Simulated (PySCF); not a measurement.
Spectra and structures to be paired. Computed with PySCF 2.14.0, density-fitted response routines, TDDFT CAM-B3LYP/def2-SVPD, vertical, gas phase, core orbitals frozen in the response. Geometries: PBE0-D3(BJ)/def2-SVP; one conformer of each isolated species. Triplets are in the Tamm–Dancoff approximation. Relativistic effects are left out although some hold elements past zinc. Ions are computed without counter-ions or solvent.

A. `[H]B([H])CC(C)C`
B. `C#C[C+](C)CC(C)C`
C. `[Cl][Ga]([Cl])([Cl])<-[AsH3]`
D. `C(/C)=C1C(=C\1)Cl`
E. `c1(Br)nsnc1`

Lowest singlet levels (six at most, fewer where fewer were computed) with oscillator strengths:

1. 6.50 eV (f 0.000); 6.64 eV (f 0.302); 6.78 eV (f 0.020 summed over 2 states); 6.95 eV (f 0.047); 6.97 eV (f 0.050); 7.32 eV (f 0.111 summed over 2 states); T1 6.02 eV
2. 5.17 eV (f 0.174); 5.27 eV (f 0.000); 5.80 eV (f 0.000); 6.17 eV (f 0.004); 6.49 eV (f 0.000); 6.52 eV (f 0.000); T1 3.69 eV
3. 3.04 eV (f 0.002); 4.33 eV (f 0.059); 4.57 eV (f 0.143); 4.65 eV (f 0.050); 5.20 eV (f 0.094); 5.59 eV (f 0.009); T1 2.71 eV
4. 4.37 eV (f 0.024); 5.31 eV (f 0.001); 6.05 eV (f 0.000); 6.38 eV (f 0.013); 6.46 eV (f 0.001); 6.62 eV (f 0.000); T1 3.25 eV
5. 5.73 eV (f 0.000); 5.85 eV (f 0.001); 7.63 eV (f 0.001); 7.67 eV (f 0.029); 8.10 eV (f 0.000); 8.27 eV (f 0.007); T1 5.10 eV

Task: Which spectrum belongs to which structure?

Result: 1 = C, 2 = E, 3 = B, 4 = D, 5 = A.
- A: S1 at 5.73 eV, HOMO→LUMO (74%), HOMO-1→LUMO (11%); Löwdin shares by element: HOMO carbon 35% or more, boron 19%, hydrogen 11% or more (atoms not listed hold the other 36%); LUMO boron 54%, hydrogen 20% or more, carbon 14% or more; HOMO -9.90 and LUMO -0.12 eV.
- B: S1 at 3.04 eV, HOMO→LUMO (38%), HOMO-1→LUMO (30%), HOMO-3→LUMO (29%); Löwdin shares by element: HOMO carbon 56% or more (atoms not listed hold the other 44%); LUMO carbon 77% or more (atoms not listed hold the other 23%); HOMO -14.71 and LUMO -7.66 eV.
- C: S1 at 6.50 eV, HOMO-1→LUMO (81%), HOMO-1→LUMO+3 (13%); Löwdin shares by element: HOMO chlorine 61%, arsenic 24% (atoms not listed hold the other 15%); LUMO gallium 28%, chlorine 23% or more, arsenic 16% (atoms not listed hold the other 33%); HOMO -10.07 and LUMO -0.52 eV.
- D: S1 at 4.37 eV, HOMO→LUMO (98%); Löwdin shares by element: HOMO carbon 80% or more (atoms not listed hold the other 20%); LUMO carbon 69% or more, chlorine 13%, hydrogen 9% or more; HOMO -7.14 and LUMO 0.45 eV; point group Cs, 2 of its 6 listed states under f = 0.0005.
- E: S1 at 5.17 eV, HOMO→LUMO (95%); Löwdin shares by element: HOMO bromine 32%, sulfur 31%, carbon 24%; LUMO nitrogen 47%, sulfur 22%, carbon 13% or more (atoms not listed hold the other 18%); HOMO -9.04 and LUMO -0.96 eV; point group Cs, 4 of its 6 listed states under f = 0.0005.
